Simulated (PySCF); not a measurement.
# Configurations of TbO

Unrestricted PBE0; basis Tb x2c-SVPall, O x2c-SVPall; spin-free X2C with a Gaussian nucleus; PySCF 2.14. The search starts from ions with several 4f fillings and holds each by maximum overlap.

The lowest solution has 2Ms+1 = 8, about 8.1 4f electrons, near 1.78 Å.

The lowest solution of each spin and filling, followed along the bond (rough minima from three points):

```csv
2Ms+1,4f population,⟨S²⟩ at the start,R at minimum (Å),Te (eV)
8,8.13,15.77,1.78,0.00
6,8.14,9.75,1.78,0.22
```

Solutions at the starting distance of 1.946 Å, counted from the lowest; the search is not exhaustive:

| 2Ms+1 | 4f population | E (eV) | ⟨S²⟩ | ⟨Lz²⟩ | μ (D) |
| --- | --- | --- | --- | --- | --- |
| 8 | 8.13 | 0.00 | 15.77 | 4.0 | -5.54 |
| 8 | 8.14 | 0.04 | 15.77 | 8.8 | -5.41 |
| 6 | 8.14 | 0.23 | 9.75 | 4.0 | -5.38 |
| 6 | 8.15 | 0.28 | 9.75 | 8.7 | -5.27 |
| 8 | 8.06 | 0.51 | 15.77 | 0.0 | -5.59 |
| 6 | 8.07 | 0.72 | 9.76 | 0.0 | -5.51 |
| 8 | 8.10 | 1.64 | 15.77 | 8.0 | -7.81 |
| 6 | 8.72 | 1.99 | 9.07 | 9.0 | -6.87 |
| 6 | 8.56 | 1.99 | 9.26 | 9.7 | -6.21 |
| 6 | 8.10 | 2.05 | 9.76 | 8.0 | -7.80 |
| 6 | 8.54 | 2.06 | 9.29 | 6.9 | -6.13 |
| 8 | 8.13 | 2.15 | 15.77 | 5.0 | -4.85 |
| 8 | 8.91 | 3.47 | 15.81 | 9.0 | -2.67 |
| 8 | 8.99 | 3.51 | 15.78 | 10.0 | -2.69 |

Partly filled real f orbitals mix terms, so no term symbols are given. A population far from a whole number shows f orbitals mixing with d and ligand orbitals, not a clean configuration. A positive dipole means Tb(−)O(+).

Spin–orbit coupling is left out. Counting both spins, an empty level lies below a filled one in some of these solutions, because spin and occupation are held. With d or f electrons several states lie close, and the lowest PBE0 determinant need not be the measured ground state.
